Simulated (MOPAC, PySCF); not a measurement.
[Zn(H)2], neutral singlet in the gas phase. 

Cartesian coordinates (Å):
```xyz
3

Zn     0.0000     0.0000     0.0000
H      1.1784    -0.3798     0.9311
H     -1.1784     0.3798    -0.9311
```
Charge 0, multiplicity 1.

All levels are single points at this geometry (BP86-D3(BJ)/def2-SVP); Pople sets use spherical d functions. Orbital energies aren't observables, and empty levels follow the basis.

| level | HOMO (eV) | LUMO (eV) | gap (eV) | dipole (D) | vertical IE, Delta-SCF (eV) |
|---|---|---|---|---|---|
| PBE-D3(BJ)/def2-TZVP in PySCF | -6.85 | -1.40 | 5.46 | 0.00 | – |
| TPSSh-D3(BJ)/def2-TZVP in PySCF | -7.49 | -0.94 | 6.56 | 0.00 | – |
| B3LYP/3-21G in PySCF | -7.73 | -0.93 | 6.79 | 0.00 | – |
| B3LYP/6-31G* (LANL2DZ on Zn) in PySCF | -7.56 | -0.86 | 6.70 | 0.00 | 10.42 |
| B3LYP/LANL2DZ in PySCF | -7.53 | -0.85 | 6.68 | 0.00 | – |
| BP86/6-31G* (LANL2DZ on Zn) in PySCF | -6.66 | -1.24 | 5.43 | 0.00 | – |
| M06-2X/6-31G* (LANL2DZ on Zn) in PySCF | -8.73 | -0.27 | 8.47 | 0.00 | – |
| SVWN5/6-31G* (LANL2DZ on Zn) in PySCF | -6.62 | -1.39 | 5.23 | 0.00 | 10.32 |
| HF/STO-3G in PySCF | -1.82 | 5.90 | 7.72 | 0.00 | – |
| AM1 in MOPAC | -11.79 | 1.24 | 13.04 | 0.00 | – |
| PM3 in MOPAC | -12.55 | 0.42 | 12.97 | 0.00 | – |
| PM6 in MOPAC | -8.42 | -1.20 | 7.22 | 0.00 | – |
| PM7 in MOPAC | -7.51 | 5.14 | 12.65 | 0.00 | – |
